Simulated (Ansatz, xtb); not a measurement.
C4H8N2Si: which of two isomers lies lower

We compare X, `Cc1nccn1[SiH3]`, a singlet, with Y, `Cc1nc([SiH3])c[nH]1`, a singlet. Both are isolated molecules in the gas phase, relaxed with r2SCAN-D4/def2-SVP.

Task: Which of the two would you expect CCSD(T)/def2-SVP + ΔMP2/def2-TZVPP electronic energies to favour?

Result: Structure X; the calculation gives E(Y) − E(X) = +0.441 eV.

Level by level:

```tsv
level	geometry	E(Y) − E(X) (eV)	departure from the last row (eV)	job, with rough time for the two
GFN2-xTB	GFN2-xTB	+0.989	+0.549	optimisation, 1.3 s
HF/STO-3G	GFN2-xTB	+0.594	+0.153	single point, 3.1 s
r2SCAN-D4/def2-SVP//GFN2-xTB	GFN2-xTB	+0.280	−0.160	single point, 15 s
r2SCAN-D4/def2-SVP	r2SCAN-D4/def2-SVP	+0.313	−0.128	optimisation, 2.1 min
HF/def2-SVP	r2SCAN-D4/def2-SVP	+0.380	−0.060	part of the CCSD(T) run
MP2/def2-SVP	r2SCAN-D4/def2-SVP	+0.368	−0.073	part of the CCSD(T) run
CCSD(T)/def2-SVP	r2SCAN-D4/def2-SVP	+0.372	−0.069	single point
CCSD(T)/def2-SVP + ΔMP2/def2-TZVPP	r2SCAN-D4/def2-SVP	+0.441		single point, 4 min
```

As drawn, Y has 1 C–Si, 1 N–H in place of 1 N–Si, 1 C–H.

The levels shown agree on the order. The largest departure from CCSD(T)/def2-SVP + ΔMP2/def2-TZVPP is that of GFN2-xTB, 0.549 eV. The last row adds to CCSD(T) the change of the MP2 difference between the two basis sets, here +0.069 eV.

With thermal terms from frequencies at re-optimised GFN2-xTB minima (ideal gas, soft modes damped towards free rotors, one conformer each, 298.15 K, 1 atm): the zero-point term adds −0.015 eV; ΔH is +0.434 and ΔG +0.410 eV.

The correlated steps freeze 11 core orbitals. Programs: Ansatz 0.2.0, xtb 6.7.1; the last row on 2 threads of Intel(R) Xeon(R) Processor @ 2.50GHz (Skylake/Cascade Lake) on a shared host.
